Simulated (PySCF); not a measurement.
Job for PySCF: D3(BJ) and D4 dispersion corrections on CH4O2Sn (SMILES C[O][Sn][OH]), a point of a torsion scan.

```python
from pyscf import gto
from pyscf.dispersion import dftd3, dftd4

mol = gto.M(
    atom='''
    C    -1.35636069    0.35595324   -0.67575207
    O    -0.45832873    0.28296601    0.39898254
    Sn    0.90839972    0.05279817    1.87411646
    O     0.85324444   -1.75045532    2.75435059
    H    -2.28515706    0.83311128   -0.35217603
    H    -1.59130584   -0.64331759   -1.05049858
    H    -0.92271891    0.94497451   -1.48856184
    H     0.63865698   -2.65065258    2.98921303
    ''',
    basis='def2-svp',
    charge=0, spin=0, verbose=0, max_memory=1800)
d3, d4 = {}, {}
for xc in ['hf', 'pbe', 'blyp', 'revpbe', 'tpss', 'r2scan', 'b3lyp', 'pbe0', 'bhlyp', 'camb3lyp', 'b2plyp']:
    d3[xc] = float(dftd3.DFTD3Dispersion(mol, xc=xc, version='d3bj', atm=False).get_dispersion()['energy'])
    print(f'D3(BJ) {xc:10s} {d3[xc]:14.8f} Eh')
for xc in ['hf', 'pbe', 'blyp', 'revpbe', 'tpss', 'r2scan', 'b3lyp', 'pbe0', 'bhlyp', 'camb3lyp', 'b2plyp']:
    d4[xc] = float(dftd4.DFTD4Dispersion(mol, xc={'camb3lyp': 'cam-b3lyp'}.get(xc, xc), atm=True).get_dispersion()['energy'])
    print(f'D4     {xc:10s} {d4[xc]:14.8f} Eh')
```

The log:

```
D3(BJ) hf            -0.03690480 Eh
D3(BJ) pbe           -0.00454226 Eh
D3(BJ) blyp          -0.01009011 Eh
D3(BJ) revpbe        -0.01112477 Eh
D3(BJ) tpss          -0.00591050 Eh
D3(BJ) r2scan        -0.00131349 Eh
D3(BJ) b3lyp         -0.00833630 Eh
D3(BJ) pbe0          -0.00411437 Eh
D3(BJ) bhlyp         -0.00685750 Eh
D3(BJ) camb3lyp      -0.00403815 Eh
D3(BJ) b2plyp        -0.00411626 Eh
D4     hf            -0.01730483 Eh
D4     pbe           -0.00498756 Eh
D4     blyp          -0.01086391 Eh
D4     revpbe        -0.01461619 Eh
D4     tpss          -0.00671437 Eh
D4     r2scan        -0.00120267 Eh
D4     b3lyp         -0.00809973 Eh
D4     pbe0          -0.00424417 Eh
D4     bhlyp         -0.00659177 Eh
D4     camb3lyp      -0.00436328 Eh
D4     b2plyp        -0.00347929 Eh
```

The run finished.

Cost: about 0.020 core-seconds (a rough figure).
